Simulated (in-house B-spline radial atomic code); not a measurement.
RPA and G0W0 for Eu II (Eu+), [Xe] 4f7 6s1, highest spin, as one setting changes: the highest l of the empty states. Start: PBE. A dash marks a level of low quasi-particle weight. Computed with an all-electron radial atomic-structure program (B-spline basis): all electrons, scalar-relativistic (spin-free one-electron X2C), finite nucleus, each spin shell either full or empty, empty states to the listed l with an (l + 1/2)⁻⁴ tail; G0W0 by contour deformation at full frequency.

Without the two-electron picture change, the correlation of inner shells comes somewhat too large for so heavy an element.

RPA overbinds a lone outer s electron by self-correlation, and G0W0 tends to as well.

```csv
highest l of the empty states,RPA summed (Eh),RPA extrapolated (Eh),G0W0 level (eV)
5,-4.7731,-5.4033,6s up -11.768
6,-4.9986,-5.386,6s up -11.759
7,-5.1176,-5.3607,6s up -11.758
8,-5.1838,-5.341,6s up -11.757
9,?,?,?
10,?,?,?
11,-5.2622,-5.3146,6s up -11.755
```

Q: What belongs in the row for 9?

A: RPA summed (Eh): -5.2226; RPA extrapolated (Eh): -5.3274; G0W0 level (eV): 6s up -11.756.

Q: What belongs in the row for 10?

A: RPA summed (Eh): -5.2466; RPA extrapolated (Eh): -5.3195; G0W0 level (eV): 6s up -11.755.
